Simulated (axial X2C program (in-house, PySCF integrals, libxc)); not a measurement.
**Testing model relations on Sr₂⁺**

A bond curve at the PBE0 level, two-component, was computed with an in-house relativistic program for diatomic molecules (basis Sr dyall-cv3z [13s12p8d5f1g] (cores contracted in-house)) for the state Ω = 1/2 (⟨Sz⟩ = 0.50, ⟨Lz⟩ = 0.00 at PBE0). Its fit gives Re = 4.2282 Å, ωe = 76.7 cm⁻¹, ωexe = 0.224 cm⁻¹ and αe = 7.777e-05 cm⁻¹; the masses are 87.9056 and 87.9056 u. Two-component means X2C with spin–orbit coupling and atomic mean-field Coulomb and Gaunt terms.

Question: Find the reduced mass, Be and the force constant.

Answer: From the PBE0 values: μ = 43.9528 u. Be = 16.8576/(μ Re²) = 0.02145 cm⁻¹. k = 5.8918×10⁻⁷ μ ωe² = 0.152 mdyn/Å.

Question: A Morse curve ties αe to the other constants (Pekeris). How well does that hold?

Answer: αe(Morse) = 6Be²/ωe × (√(ωexe/Be) − 1) = 8.034e-05 cm⁻¹; the PBE0 curve gives 7.777e-05 cm⁻¹, a ratio of 1.03.

Question: Estimate the centrifugal constant by the Kratzer relation.

Answer: D = 4Be³/ωe² = 6.71e-09 cm⁻¹.

Question: Estimate De from a Morse curve and compare with the computed well depth of 1.169 eV to Sr + Sr+.

Answer: De(Morse) = ωe²/(4ωexe) = 0.814 eV against 1.169 eV computed, a ratio of 0.70. The extrapolation falls short: long-range attraction (ionic or ion–induced dipole) or a change of character along the curve can cause this.

Question: Where do the fundamental and the first overtone lie?

Answer: ν(1←0) = ωe − 2ωexe = 76.3 cm⁻¹; ν(2←0) = 2ωe − 6ωexe = 152.1 cm⁻¹.

The state is one determinant whose occupation by symmetry is held fixed; it was picked as the lowest of a PBE0 search that is not exhaustive. Dissociation energies refer to the lowest single-determinant-based atoms at the same level and basis. Density functionals use the spin component along the axis (collinear).
